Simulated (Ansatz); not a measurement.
Gas-phase electronic energies from Ansatz, PBE0-D4/def2-TZVP geometries. CCSD(T)/CBS is the MP2 limit (def2-TZVPP, def2-QZVPP) plus CCSD(T) − MP2 in def2-TZVPP, frozen cores. DFT in def2-TZVPP. B3LYP here is the variant with VWN-RPA as its local correlation; programs differ in this. For Se outer-core shells are correlated without core-valence functions, which leaves a few kJ/mol of doubt a bond. Scalar relativity is left out up to krypton. Each species was taken in one conformer, which may not be the lowest.

Reaction (formal exchange of groups at the Se–Si bond): `F[Si]1([SeH])CO1` + `N[SiH2][AlH2]` → `N[SiH2][AlH][SeH]` + `F[SiH]1CO1`

```tsv
level	ΔE (kcal/mol)
PBE0-D4	-16.0
B3LYP-D4	-15.8
```

Q: What does CCSD(T)/CBS give? (Best estimate.)

A: Ansatz gave: -16.4 kcal/mol. The listed levels differ from it by 0.4, 0.6 kcal/mol.

Largest T1 diagnostic among the species: 0.013.
